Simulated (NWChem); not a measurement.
System: GeN2H4F2; SMILES [NH2][Ge]([NH2])([F])[F]

NWChem input:

```
start job
memory heap 200 mb stack 900 mb global 1100 mb
geometry units angstroms noautoz
  N     -1.375779    -0.581036     1.029828
  Ge     0.000000     0.000000    -0.000365
  N      1.375779     0.581036     1.029828
  F      0.709850    -1.177046    -1.089527
  F     -0.709850     1.177046    -1.089527
  H     -1.146159    -1.401472     1.600640
  H     -2.234291    -0.763418     0.499293
  H      1.146159     1.401472     1.600640
  H      2.234291     0.763418     0.499293
end
basis spherical
  N library def2-svp
  Ge library def2-svp
  F library def2-svp
  H library def2-svp
end
dft
  xc b3lyp
  iterations 150
  mulliken
end
task dft gradient
```

Parts of the log:

```
             Northwest Computational Chemistry Package (NWChem) 7.3.0
             --------------------------------------------------------

 C2  symmetry detected

                             Geometry "geometry" -> ""
                             -------------------------

 Output coordinates in angstroms (scale by  1.889725989 to convert to a.u.)

  No.       Tag          Charge          X              Y              Z
 ---- ---------------- ---------- -------------- -------------- --------------
    1 N                    7.0000    -1.27525684    -0.77723270     1.04461782
    2 Ge                  32.0000     0.00000000     0.00000000     0.01442482
    3 N                    7.0000     1.27525684     0.77723270     1.04461782
    4 F                    9.0000     0.87538807    -1.05972639    -1.07473718
    5 F                    9.0000    -0.87538807     1.05972639    -1.07473718
    6 H                    1.0000    -0.92736302    -1.55492831     1.61542982
    7 H                    1.0000    -2.09756748    -1.08400829     0.51408282
    8 H                    1.0000     0.92736302     1.55492831     1.61542982
    9 H                    1.0000     2.09756748     1.08400829     0.51408282

 Effective nuclear repulsion energy (a.u.)     433.6024739338

      Symmetry information
      --------------------

 Group name             C2
 Group number              4
 Group order               2
 No. of unique centers     5

                                 NWChem DFT Module
                                 -----------------

 Summary of "ao basis" -> "ao basis" (spherical)
 ------------------------------------------------------------------------------
       Tag                 Description            Shells   Functions and Types
 ---------------- ------------------------------  ------  ---------------------
 N                          def2-svp                 6       14   3s2p1d
 Ge                         def2-svp                12       32   5s4p3d
 F                          def2-svp                 6       14   3s2p1d
 H                          def2-svp                 3        5   2s1p

      Symmetry analysis of basis
      --------------------------

        a          56
        b          52

            General Information
            -------------------
          SCF calculation type: DFT
          Wavefunction type:  closed shell.
          No. of atoms     :     9
          No. of electrons :    68
           Alpha electrons :    34
            Beta electrons :    34
          Charge           :     0
          Spin multiplicity:     1
          Use of symmetry is: on ; symmetry adaption is: on
          Maximum number of iterations: 150
          AO basis - number of functions:   108
                     number of shells:    48
          Convergence on energy requested:  1.00D-06
          Convergence on density requested:  1.00D-05
          Convergence on gradient requested:  5.00D-04

              XC Information
              --------------
                         B3LYP Method XC Potential
                     Hartree-Fock (Exact) Exchange  0.200
                        Slater Exchange Functional  0.800 local
                    Becke 1988 Exchange Functional  0.720 non-local
              Lee-Yang-Parr Correlation Functional  0.810
                  VWN I RPA Correlation Functional  0.190 local

             Grid Information
             ----------------
          Grid used for XC integration:  medium
          Radial quadrature: Mura-Knowles
          Angular quadrature: Lebedev.
          Tag              B.-S. Rad. Rad. Pts. Rad. Cut. Ang. Pts.
          ---              ---------- --------- --------- ---------
          N                   0.65       49          10.0       434
          Ge                  1.25      112           8.0       590
          F                   0.50       49          10.0       434
          H                   0.35       45          12.0       434
          Grid pruning is: on
          Number of quadrature shells:   300
          Spatial weights used:  Erf1

      Superposition of Atomic Density Guess
      -------------------------------------

 Sum of atomic energies:       -2384.11399231

      Non-variational initial energy
      ------------------------------

 Total energy =   -2385.392654
 1-e energy   =   -4186.926028
 2-e energy   =    1367.930900
 HOMO         =      -0.366834
 LUMO         =       0.002173

      Symmetry analysis of molecular orbitals - initial
      -------------------------------------------------

  Numbering of irreducible representations:

     1 a           2 b

  Orbital symmetries:

[...]

                         DFT ENERGY GRADIENTS

    atom               coordinates                        gradient
                 x          y          z           x          y          z
   1 N      -2.409886  -1.468757   1.974041   -0.000596   0.005328   0.003891
   2 Ge      0.000000   0.000000   0.027259    0.000000   0.000000   0.002933
   3 N       2.409886   1.468757   1.974041    0.000596  -0.005328   0.003891
   4 F       1.654244  -2.002593  -2.030959    0.004233  -0.004575  -0.004544
   5 F      -1.654244   2.002593  -2.030959   -0.004233   0.004575  -0.004544
   6 H      -1.752462  -2.938388   3.052720    0.002336  -0.004364   0.002717
   7 H      -3.963828  -2.048479   0.971476   -0.004060  -0.001668  -0.003531
   8 H       1.752462   2.938388   3.052720   -0.002336   0.004364   0.002717
   9 H       3.963828   2.048479   0.971476    0.004060   0.001668  -0.003531
```

Level: B3LYP/def2-SVP. All runs use the structure optimised with PBE-D3(BJ)/def2-SVP.
